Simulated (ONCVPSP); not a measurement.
**Before and after: ONCV potential for B (Z = 5)**

ONCVPSP 4.0.1 input, shortened (lines: element, Z, core and valence counts, functional; n l f; lmax; l rc ep ncon nbas qcut; lloc lpopt rc5 dvloc0; l nproj debl; icmod fcfact rcfact), LDA (Perdew-Wang 92), scalar-relativistic:

```
  B 5.00    1    2  -001012      upf
    1    0    2.00
    2    0    2.00
    2    1    0.50
    2
    0    1.15    0.00    5    9    5.90
    1    1.90    0.00    3    7    3.80
    2    1.95    0.27    3    7    4.90
    4    5    0.75    0.00
    0    1    1.10
    1    2    1.80
    2    3    2.30
    1    0.20    0.00
```

Change: p: qcut 4.4.

Cutoffs: the cutoffs (Ha) at which the residual kinetic energy of the hardest occupied pseudo-wave falls to 1 and 0.1 mHa per electron; they do not see the model core or the augmentation charge, which bear on the density cutoff. Errors are all-electron minus pseudo energies relative to the spin-unpolarised reference configuration.

**Question.** How do hardness, ghosts and transferability respond?

**Answer.** The potential gets softer (22 Ha and 125 Ha → 12 Ha and 125 Ha); of the 4 tests that both files solve, the error grows in 0 and shrinks in 3 by more than 15 % and 0.3 meV (median size 25.1 → 21.6 meV); the range in which the p phases agree widens (upper end 1.9 → 3.2); neither file shows a bound ghost.

| quantity | base | changed |
| --- | --- | --- |
| cutoff, loose | 22 Ha | 12 Ha |
| cutoff, tight | 125 Ha | 125 Ha |
| loose cutoff by channel | s 12 Ha, p 22 Ha | s 12 Ha, p 9.5 Ha |
| bound ghosts | none | none |
| GHOST(+) flags under 300 eV | none | none |
| error for 2s2 2p1, meV [ΔE -2.94 eV] | +7.6 | +5.7 |
| error for 2s2 2p0, meV [ΔE 5.38 eV] | +15 | +12 |
| error for 2s1 2p0, meV [ΔE 30.68 eV] | +93 | +79 |
| error for 2s0 2p3, meV [ΔE 8.46 eV] | +35 | +31 |
| s: phases at 1.16 bohr within 0.05 rad from the reference energy up to (Ha; the scan ends near 5) | 1.6 | 1.6 |
| p: phases at 1.92 bohr within 0.05 rad from the reference energy up to (Ha; the scan ends near 5) | 1.9 | 3.2 |
| d: phases at 1.98 bohr within 0.05 rad from the reference energy up to (Ha; the scan ends near 5) | to the end of the scan | to the end of the scan |
| rms error of d²Exc/dni dnj with the model core, mHa | 1.87 | 1.71 |
